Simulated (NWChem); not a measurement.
System: CH$_{5}$AlS; SMILES C[S][AlH2]

The following NWChem deck was run.

```
start job
memory heap 200 mb stack 900 mb global 1100 mb
geometry units angstroms
  Al     0.202376    -1.536466     0.002960
  H     -0.832943    -2.734610     0.010238
  H      1.783249    -1.689227    -0.007659
  S     -0.633552     0.471831     0.007814
  C      0.840344     1.553615    -0.001696
  H      0.817951     2.189138     0.893860
  H      0.803027     2.193247    -0.893819
  H      1.777382     0.979652    -0.010854
end
basis spherical
  Al library 3-21g
  H library 3-21g
  S library 3-21g
  C library 3-21g
end
dft
  xc hfexch
  iterations 150
end
driver
  maxiter 120
end
task dft optimize
task dft freq
```

Output (shortened):

```
             Northwest Computational Chemistry Package (NWChem) 7.3.0
             --------------------------------------------------------

 C1  symmetry detected

                             Geometry "geometry" -> ""
                             -------------------------

 Output coordinates in angstroms (scale by  1.889725989 to convert to a.u.)

  No.       Tag          Charge          X              Y              Z
 ---- ---------------- ---------- -------------- -------------- --------------
    1 Al                  13.0000     0.19305095    -1.47789737     0.00001302
    2 H                    1.0000    -0.81136743    -2.70208320     0.00045909
    3 H                    1.0000     1.77734420    -1.59024802    -0.00058448
    4 S                   16.0000    -0.69389017     0.50840358    -0.00003299
    5 C                    6.0000     0.75193825     1.62746419     0.00005384
    6 H                    1.0000     0.70763982     2.26187762     0.89558091
    7 H                    1.0000     0.70397095     2.26626456    -0.89215596
    8 H                    1.0000     1.70336331     1.07761244    -0.00326410

 Effective nuclear repulsion energy (a.u.)     133.8442419321

                                Z-matrix (autoz)
                                --------

 Units are Angstrom for bonds and degrees for angles

      Type          Name      I     J     K     L     M      Value
      ----------- --------  ----- ----- ----- ----- ----- ----------
    1 Stretch                  1     2                       1.58350
    2 Stretch                  1     3                       1.58827
    3 Stretch                  1     4                       2.17533
    4 Stretch                  4     5                       1.82831
    5 Stretch                  5     6                       1.09837
    6 Stretch                  5     7                       1.09836
    7 Stretch                  5     8                       1.09889
    8 Bend                     1     4     5               103.67746
    9 Bend                     2     1     3               125.31179
   10 Bend                     2     1     4               116.56970
   11 Bend                     3     1     4               118.11851
   12 Bend                     4     5     6               108.76435
   13 Bend                     4     5     7               108.74781
   14 Bend                     4     5     8               112.23561
   15 Bend                     6     5     7               108.94182
   16 Bend                     6     5     8               109.04999
   17 Bend                     7     5     8               109.04860
   18 Torsion                  1     4     5     6        -120.56040
   19 Torsion                  1     4     5     7         120.92728
   20 Torsion                  1     4     5     8           0.18992
   21 Torsion                  2     1     4     5         179.97946
   22 Torsion                  3     1     4     5          -0.02818

  xc_inp: hfexch multiplicative factor not found.

                           NWChem Geometry Optimization
                           ----------------------------

 maximum gradient threshold         (gmax) =   0.000450
 rms gradient threshold             (grms) =   0.000300
 maximum cartesian step threshold   (xmax) =   0.001800
 rms cartesian step threshold       (xrms) =   0.001200
 fixed trust radius                (trust) =   0.300000
 source of zmatrix                         =   autoz

          -------------------
          Energy Minimization
          -------------------

 Using diagonal initial Hessian
 Scaling for Hessian diagonals: bonds = 1.00  angles = 0.25  torsions = 0.10

          --------
          Step   0

                                 NWChem DFT Module
                                 -----------------

 Summary of "ao basis" -> "ao basis" (spherical)
 ------------------------------------------------------------------------------
       Tag                 Description            Shells   Functions and Types
 ---------------- ------------------------------  ------  ---------------------
 Al                          3-21g                   7       13   4s3p
 H                           3-21g                   2        2   2s
 S                           3-21g                   7       13   4s3p
 C                           3-21g                   5        9   3s2p

            General Information
            -------------------
          SCF calculation type: DFT
          Wavefunction type:  closed shell.
          No. of atoms     :     8
          No. of electrons :    40
           Alpha electrons :    20
            Beta electrons :    20
          Charge           :     0
          Spin multiplicity:     1
          Use of symmetry is: off; symmetry adaption is: off
          Maximum number of iterations: 150
          AO basis - number of functions:    45
                     number of shells:    29
          Convergence on energy requested:  1.00D-06
          Convergence on density requested:  1.00D-05
          Convergence on gradient requested:  5.00D-04

              XC Information
              --------------
                     Hartree-Fock (Exact) Exchange  1.000

      Superposition of Atomic Density Guess
      -------------------------------------

 Sum of atomic energies:        -676.03629096

      Non-variational initial energy
      ------------------------------

 Total energy =    -677.025779
 1-e energy   =   -1201.592178
 2-e energy   =     390.722157
 HOMO         =      -0.301536
 LUMO         =       0.004840

   convergence    iter        energy       DeltaE   RMS-Dens  Diis-err
 ---------------- ----- ----------------- --------- --------- ---------
 d= 0,ls=0.0,diis     1   -676.6952074565 -8.11D+02  1.18D-02  1.17D-01
 d= 0,ls=0.0,diis     2   -676.7200602109 -2.49D-02  2.82D-03  1.48D-02
 d= 0,ls=0.0,diis     3   -676.7223923801 -2.33D-03  1.11D-03  1.14D-03
 d= 0,ls=0.0,diis     4   -676.7226612735 -2.69D-04  2.21D-04  2.18D-05
 d= 0,ls=0.0,diis     5   -676.7226688688 -7.60D-06  5.37D-05  1.76D-06
 d= 0,ls=0.0,diis     6   -676.7226694228 -5.54D-07  1.91D-05  1.81D-07
 d= 0,ls=0.0,diis     7   -676.7226694882 -6.54D-08  6.27D-06  1.02D-08

         Total DFT energy =     -676.722669488245
      One electron energy =    -1203.168453930414
           Coulomb energy =      442.673036816719
    Exchange-Corr. energy =      -50.071494306619
 Nuclear repulsion energy =      133.844241932069

 Numeric. integr. density =        0.000000000000

                       DFT Final Molecular Orbital Analysis
                       ------------------------------------

 Vector   18  Occ=2.000000D+00  E=-4.387935D-01
              MO Center=  7.0D-02, -1.7D+00,  4.1D-05, r^2= 3.7D+00
   Bfn.  Coefficient  Atom+Function         Bfn.  Coefficient  Atom+Function
  ----- ------------  ---------------      ----- ------------  ---------------
    15      0.388662  2 H  s                 17     -0.277803  3 H  s
     7     -0.222123  1 Al px                14      0.219534  2 H  s
     8     -0.185229  1 Al py                16     -0.155827  3 H  s
    25      0.136096  4 S  py                38     -0.126658  5 C  py
    34     -0.115905  5 C  py                 3      0.114325  1 Al px

 Vector   19  Occ=2.000000D+00  E=-3.937895D-01
              MO Center= -4.1D-01,  2.9D-01, -2.7D-04, r^2= 3.0D+00
   Bfn.  Coefficient  Atom+Function         Bfn.  Coefficient  Atom+Function
  ----- ------------  ---------------      ----- ------------  ---------------
    28      0.385572  4 S  px                24      0.369793  4 S  px
    25     -0.277064  4 S  py                29     -0.273200  4 S  py
    17     -0.201888  3 H  s                  8      0.183805  1 Al py
    20     -0.178801  4 S  px                23     -0.146721  4 S  s
    45     -0.145598  8 H  s                 21      0.132921  4 S  py

 Vector   20  Occ=2.000000D+00  E=-3.614429D-01
              MO Center= -5.5D-01,  5.0D-01,  1.9D-04, r^2= 2.1D+00
   Bfn.  Coefficient  Atom+Function         Bfn.  Coefficient  Atom+Function
  ----- ------------  ---------------      ----- ------------  ---------------
    30      0.558030  4 S  pz                26      0.502738  4 S  pz
    22     -0.240846  4 S  pz                41     -0.125907  6 H  s
    43      0.125499  7 H  s                  9      0.107341  1 Al pz
    35     -0.105317  5 C  pz                40     -0.082627  6 H  s
    42      0.082331  7 H  s                 39     -0.080619  5 C  pz

[...]

      ----------------------
      Optimization converged
      ----------------------

  Step       Energy      Delta E   Gmax     Grms     Xrms     Xmax
  ---- ---------------- -------- -------- -------- -------- --------
@    7    -676.72751036 -2.2D-07  0.00003  0.00001  0.00038  0.00138
                                     ok       ok       ok       ok

                                Z-matrix (autoz)
                                --------

 Units are Angstrom for bonds and degrees for angles

      Type          Name      I     J     K     L     M      Value     Gradient
      ----------- --------  ----- ----- ----- ----- ----- ---------- ----------
    1 Stretch                  1     2                       1.58690    0.00001
    2 Stretch                  1     3                       1.59250   -0.00001
    3 Stretch                  1     4                       2.25081   -0.00001
    4 Stretch                  4     5                       1.90533   -0.00001
    5 Stretch                  5     6                       1.07680    0.00001
    6 Stretch                  5     7                       1.07680    0.00001
    7 Stretch                  5     8                       1.07835    0.00002
    8 Bend                     1     4     5               106.61345   -0.00001
    9 Bend                     2     1     3               126.13434   -0.00002
   10 Bend                     2     1     4               116.21761   -0.00001
   11 Bend                     3     1     4               117.64806    0.00003
   12 Bend                     4     5     6               107.11709    0.00000
   13 Bend                     4     5     7               107.10179    0.00000
   14 Bend                     4     5     8               110.94445   -0.00001
   15 Bend                     6     5     7               110.54809   -0.00000
   16 Bend                     6     5     8               110.51342    0.00000
   17 Bend                     7     5     8               110.51102    0.00000
   18 Torsion                  1     4     5     6        -120.51207    0.00000
   19 Torsion                  1     4     5     7         120.86751   -0.00000
   20 Torsion                  1     4     5     8           0.18399    0.00000
   21 Torsion                  2     1     4     5         179.98388   -0.00000
   22 Torsion                  3     1     4     5          -0.02667    0.00000

                         Geometry "geometry" -> "geometry"
                         ---------------------------------

 Output coordinates in angstroms (scale by  1.889725989 to convert to a.u.)

  No.       Tag          Charge          X              Y              Z
 ---- ---------------- ---------- -------------- -------------- --------------
    1 Al                  13.0000     0.18923383    -1.57412729     0.00002726
    2 H                    1.0000    -0.85029442    -2.77314147     0.00041683
    3 H                    1.0000     1.77616691    -1.70712053    -0.00063506
    4 S                   16.0000    -0.68507426     0.49993351     0.00005302
    5 C                    6.0000     0.78574190     1.71113163     0.00006291
    6 H                    1.0000     0.69825254     2.31592748     0.88666350
    7 H                    1.0000     0.69451800     2.32004563    -0.88333950
    8 H                    1.0000     1.72350540     1.17874484    -0.00317962

 Effective nuclear repulsion energy (a.u.)     129.8488730518

                Final and change from initial internal coordinates
                --------------------------------------------------

                                Z-matrix (autoz)
                                --------

 Units are Angstrom for bonds and degrees for angles

[...]

 Rotational Constants
 --------------------
 A=   0.515982 cm-1  (  0.742367 K)
 B=   0.125593 cm-1  (  0.180697 K)
 C=   0.102955 cm-1  (  0.148126 K)

 Temperature                      =   298.15K
 frequency scaling parameter      =   1.0000

 Zero-Point correction to Energy  =   34.877 kcal/mol  (  0.055580 au)
 Thermal correction to Energy     =   38.461 kcal/mol  (  0.061291 au)
 Thermal correction to Enthalpy   =   39.053 kcal/mol  (  0.062235 au)

 Total Entropy                    =   76.289 cal/mol-K
   - Translational                =   38.882 cal/mol-K (mol. weight =  75.9927)
   - Rotational                   =   24.984 cal/mol-K (symmetry #  =        1)
   - Vibrational                  =   12.423 cal/mol-K

 Cv (constant volume heat capacity) =   17.525 cal/mol-K
   - Translational                  =    2.979 cal/mol-K
   - Rotational                     =    2.979 cal/mol-K
   - Vibrational                    =   11.566 cal/mol-K

[normal modes left out]

 ----------------------------------------------------------------------------
 Normal Eigenvalue ||           Projected Infra Red Intensities
  Mode   [cm**-1]  || [atomic units] [(debye/angs)**2] [(KM/mol)] [arbitrary]
 ------ ---------- || -------------- ----------------- ---------- -----------
    1       -0.000 ||    0.003134           0.072         3.055       0.545
    2       -0.000 ||    0.000013           0.000         0.012       0.002
    3       -0.000 ||    0.003422           0.079         3.336       0.595
    4        0.000 ||    0.001071           0.025         1.044       0.186
    5        0.000 ||    0.000783           0.018         0.764       0.136
    6        0.000 ||    0.000565           0.013         0.550       0.098
    7       32.916 ||    0.000965           0.022         0.940       0.168
    8      180.053 ||    0.001781           0.041         1.736       0.310
    9      225.610 ||    0.000498           0.011         0.485       0.086
   10      468.762 ||    0.043705           1.008        42.606       7.596
   11      504.817 ||    0.058612           1.352        57.138      10.187
   12      615.697 ||    0.282397           6.515       275.294      49.080
   13      678.712 ||    0.050771           1.171        49.494       8.824
   14      769.378 ||    0.466954          10.773       455.210      81.156
   15     1066.855 ||    0.007955           0.184         7.755       1.383
   16     1083.979 ||    0.005079           0.117         4.951       0.883
   17     1499.880 ||    0.020488           0.473        19.973       3.561
   18     1644.794 ||    0.006684           0.154         6.516       1.162
   19     1656.313 ||    0.012420           0.287        12.108       2.159
   20     2004.020 ||    0.145050           3.346       141.402      25.210
   21     2034.005 ||    0.234465           5.409       228.568      40.750
   22     3248.539 ||    0.026877           0.620        26.201       4.671
   23     3340.381 ||    0.003920           0.090         3.821       0.681
   24     3353.647 ||    0.003295           0.076         3.212       0.573
 ----------------------------------------------------------------------------
```

Level: Hartree-Fock/3-21G.
